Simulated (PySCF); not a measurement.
Write Cartesian coordinates for `FC(F)(F)C[C@@H]1C[C@@H]2C[C@@H]21` as optimised with PBE0-D3(BJ)/def2-SVP.

```xyz
19
C7H9F3 angstrom
F      2.972    0.176   -1.008
C      2.471    0.199    0.234
F      3.419   -0.267    1.055
F      2.271    1.486    0.552
C      1.209   -0.612    0.338
C      0.111   -0.147   -0.601
C     -0.614    1.206   -0.342
C     -1.948    0.469   -0.341
C     -1.955   -0.553    0.747
C     -1.236   -0.862   -0.529
H      1.483   -1.655    0.116
H      0.882   -0.577    1.388
H      0.492   -0.171   -1.633
H     -0.359    1.725    0.595
H     -0.486    1.913   -1.173
H     -2.868    0.818   -0.817
H     -1.407   -0.369    1.679
H     -2.895   -1.093    0.885
H     -1.523   -1.711   -1.155
```

Any rigid rotation of these coordinates is as good. Atoms count from 1 in this order. The 3-membered ring C8–C9–C10 has internal angles of 59.3° to 61.2°. All 3 C–F bonds measure 1.338 to 1.340 Å. Of the pairs four or more bonds apart, F4···C7 is among the closest relative to their van der Waals radii: 3.03 Å, 96 % of the sum of Bondi's values. The 4-membered ring C6–C7–C8–C10 has internal angles of 89.3° to 90.7° (sum 360°, against 360° for a flat polygon); it is almost planar, 0.02 Å rms from its mean plane, widest ring torsion 3°.

Bonds between heavy atoms (Å): F1–C2 1.339, C2–F3 1.338, C2–F4 1.340, C2–C5 1.504, C5–C6 1.517, C6–C7 1.557, C7–C8 1.524, C8–C9 1.493, C9–C10 1.497, C6–C10 1.526, C8–C10 1.522.

The calculation used PBE0-D3(BJ)/def2-SVP geometry optimisation, gas phase in PySCF.

Point group: C1 (no symmetry element, even within 0.4 Å). PBE0-D3(BJ)/def2-SVP frequencies: not computed here. One conformer, not necessarily the lowest (C2–C5–C6–C7 -70°).

Time: 1.7 min wall. Hardware: one thread, Arm Neoverse V1, shared host. That covers the optimisation of the geometry.
